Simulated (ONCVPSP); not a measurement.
How hard is this Lu ONCV potential?

- Element: Lu (Z = 71)
- Generator: ONCVPSP 4.0.1
- Type: optimised norm-conserving Vanderbilt (ONCV)
- Functional: LDA (Perdew-Zunger)
- Relativity: scalar-relativistic
- Frozen core: [Kr] 4d10
- Valence charge: 25
- Reference configuration: 4f14 5s2 5p6 5d1.5 6s1.5
- Partial waves: 5s+6s: rc 2.15 bohr, ncon 4, nbas 8, qcut 6.5 1/bohr, 2 projectors; 5p: rc 1.40 bohr, ncon 4, nbas 9, qcut 7 1/bohr, 1 projector; 5d: rc 3.00 bohr, ncon 3, nbas 7, qcut 4.9 1/bohr, 2 projectors, debl 2.3 Ha; 4f: rc 0.90 bohr, ncon 4, nbas 9, qcut 17.7 1/bohr, 2 projectors, debl 3.6 Ha
- Local potential: polynomial inside 0.70 bohr (lpopt 4, dvloc0 0 Ha)
- Core correction: none

For each optimised wave give the share of its norm inside rc, the residual kinetic energy above qcut (Ha) and the cutoffs (Ha) for errors of 10, 1, 0.1 and 0.01 mHa per electron.

```tsv
wave	norm inside rc	residual KE	10 mHa	1 mHa	0.1 mHa	0.01 mHa
5s	0.981	7.9e-08	6.6	12.0	15.1	17.3
6s	0.095	2.8e-07	3.5	11.2	15.0	17.7
5p	0.557	4.7e-04	16.2	22.6	80.2	138.2
5d	0.597	4.0e-07	5.8	7.8	9.2	10.5
d projector 2	0.220	3.0e-05	8.2	10.1	11.4	17.3
4f	0.754	1.5e-04	128.0	143.7	181.3	451.7
f projector 2	0.041	7.9e-05	117.9	138.5	155.2	279.2
```

The occupied waves need 144 Ha and 181 Ha for 1 and 0.1 mHa. Note: ghosts flagged at negative energy: s at -215.2 eV, p at -75.2 eV; GHOST(+) flagged for d at 101.1 eV. A true bound ghost makes a file unfit for plane-wave use. 1 of 4 tests not solved or not reliable.
